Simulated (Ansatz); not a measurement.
The cluster Li6. Total charge 0; triplet. Geometry PBE0/def2-TZVP, that of the charge +1 doublet; atoms count from 1.

| atom | x (Å) | y (Å) | z (Å) |
| --- | --- | --- | --- |
| Li1 | 2.378 | -0.121 | -0.426 |
| Li2 | 0.114 | -1.978 | 1.395 |
| Li3 | 0.817 | 2.258 | -1.768 |
| Li4 | -0.515 | -0.504 | -1.168 |
| Li5 | -0.071 | 0.996 | 0.941 |
| Li6 | -2.723 | -0.651 | 1.026 |

The structure comes from a short search, and lower isomers may exist.

Problem. Estimate the Mulliken populations from the PBE0/def2-TZVP orbitals of Ansatz.

Solution. 
```
atom  charge (e)  spin (α − β)
 Li1        0.07          0.33
 Li2        0.08          0.33
 Li3        0.07          0.18
 Li4       -0.14          0.49
 Li5       -0.14          0.49
 Li6        0.07          0.18
```
Mulliken values depend strongly on the basis.

Problem. Where does the spin sit?

Solution. Summed by element: Li 2.00, of 2 unpaired in all. Largest on single atoms: Li4 0.49, Li5 0.49, Li2 0.33.

Problem. And the Mayer bond orders between heavy atoms (over 0.3)?

Solution. Li1–Li3 0.35 (3.15 Å); Li1–Li4 0.30 (3.01 Å); Li2–Li5 0.30 (3.01 Å); Li2–Li6 0.34 (3.15 Å); Li3–Li4 0.33 (3.13 Å); Li3–Li5 0.33 (3.12 Å); Li4–Li5 0.35 (2.63 Å); Li4–Li6 0.33 (3.12 Å); Li5–Li6 0.33 (3.12 Å).
